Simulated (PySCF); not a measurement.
C₂H₅N₃Si, SMILES N[SiH]1N=CC=N1. Atoms are numbered in the order given.

```xyz
11

N     -2.0130     0.7633     0.2220
Si    -0.6206    -0.1918     0.4829
N      0.8415     0.8172     0.7877
C      1.6954     0.4336    -0.0775
C      1.2488    -0.6558    -1.0617
N      0.0587    -1.0916    -0.9325
H     -2.0102     1.5475    -0.4219
H     -2.9430     0.3793     0.3490
H     -0.8971    -1.1543     1.5750
H      2.7166     0.8513    -0.1339
H      1.9464    -1.0268    -1.8342
```

Geometry optimised at B3LYP-D3(BJ)/def2-SVP. This is a generated structure with no PubChem entry under its InChIKey; it may be hypothetical. One conformer was computed; it need not be the lowest.

These are B3LYP/pcSseg-1 run with PySCF values and carry that method's errors.

GIAO shieldings, no solvent; atoms listed in one row are averaged. δ = σ(ref) − σ: ¹⁵N against NH3 (σ = 265.5 ppm); ²⁹Si against TMS (σ = 338.7 ppm); ¹³C against TMS (σ = 181.3 ppm); ¹H against TMS (σ = 31.68 ppm), references at their B3LYP-D3(BJ)/def2-TZVP geometries, non-relativistic.

Computed chemical shifts:
```json
[
 {"nucleus": "¹⁵N", "atoms": "N6", "count": "1", "δ (ppm)": "436.5"},
 {"nucleus": "¹⁵N", "atoms": "N3", "count": "1", "δ (ppm)": "425.7"},
 {"nucleus": "¹⁵N", "atoms": "N1", "count": "1", "δ (ppm)": "19.3"},
 {"nucleus": "²⁹Si", "atoms": "Si2", "count": "1", "δ (ppm)": "3.3"},
 {"nucleus": "¹³C", "atoms": "C4", "count": "1", "δ (ppm)": "178.7"},
 {"nucleus": "¹³C", "atoms": "C5", "count": "1", "δ (ppm)": "175.4"},
 {"nucleus": "¹H", "atoms": "H10", "count": "1", "δ (ppm)": "8.56"},
 {"nucleus": "¹H", "atoms": "H11", "count": "1", "δ (ppm)": "8.47"},
 {"nucleus": "¹H", "atoms": "H9", "count": "1", "δ (ppm)": "5.29"},
 {"nucleus": "¹H", "atoms": "H8", "count": "1", "δ (ppm)": "1.52"},
 {"nucleus": "¹H", "atoms": "H7", "count": "1", "δ (ppm)": "0.87"}
]
```
